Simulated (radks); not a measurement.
The numbers below are computed, except where a source is named.
Question: All-electron atom: Tl IV in [Xe] 4f14 5d10 (the NIST ground configuration). Level of theory: scalar-relativistic Kohn-Sham, LDA (Slater exchange, Perdew-Wang correlation), spin-polarised, spherical densities, point nucleus (a radial shooting solver on a logarithmic mesh with Libxc functionals). Some entries of the table are withheld. Estimate them.

orbital,occ.,eigenvalue (hartree),r(max) (bohr)
1s,2,-3145.770,0.01003
2s,2,-561.0368,0.05816
2p,6,-482.8058,0.04834
3s,2,-134.7296,(1)
3p,6,-112.2210,0.1639
3d,10,-88.88292,0.1334
4s,2,-30.88815,0.3690
4p,6,(2),0.3891
4d,10,(3),0.3955
5s,2,-5.91023,0.8068
4f,14,-5.29140,(4)
5p,6,-3.88685,0.9034
5d,10,-1.63909,1.111

Answer: 
(1) 3s r(max) (bohr): 0.1640
(2) 4p eigenvalue (hartree): -23.50915
(3) 4d eigenvalue (hartree): -14.86449
(4) 4f r(max) (bohr): 0.3574
